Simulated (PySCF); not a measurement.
Mass spectrum arithmetic for `NC(=O)C1CCC1`

Species: `NC(=O)C1CCC1`.

All values are calculated from tables of isotopes.

Question: What are the average molar mass and the monoisotopic mass?

Answer: For C5H9NO, with standard atomic weights, 1 × 14.007 + 5 × 12.011 + 1 × 15.999 + 9 × 1.008 = 99.133 g/mol. From the most abundant isotopes (14N, 12C, 16O, 1H), 1 × 14.003074 + 5 × 12.000000 + 1 × 15.994915 + 9 × 1.007825 = 99.0684 u.

Question: Work out the cluster of the molecular ion M+•, one line a nominal mass.

Answer: 
```tsv
nominal mass	m/z (centroid)	relative intensity
99	99.0679	100.0
100	100.0709	5.9
101	101.0728	0.4
```

Lines under 0.1 % of the tallest are left out. One electron mass, 0.00055 u, is taken off.

Question: Which singly substituted isotopologues are there?

Answer: Intensity in % of the monoisotopic species:

```tsv
isotope	mass shift (u)	m/z	intensity (%)
15N	+0.99703	100.0649	0.37
13C	+1.00335	100.0712	5.41
17O	+1.00422	100.0721	0.04
2H	+1.00628	100.0741	0.10
18O	+2.00425	101.0721	0.21
```

Species under 0.02 % are left out.

Question: Which m/z would the protonated, sodiated and deprotonated molecule have?

Answer: [M+H]+ 100.0757, [M+Na]+ 122.0576, [M−H]− 98.0611, for the monoisotopic species (arithmetic only; whether such ions form is another matter).

Question: What resolving power m/Δm just matches the spacing of the species with one 15N and with one 13C?

Answer: They lie 0.00632 u apart at mass 100.07, so m/Δm is about 16000.

Question: Double-bond equivalents and nitrogen rule?

Answer: (2 × 5 + 2 + 1 − 9)/2 = 2; the structure has 1 ring and 1 π bond. The nominal mass 99 is odd, with 1 nitrogen, as the rule says.
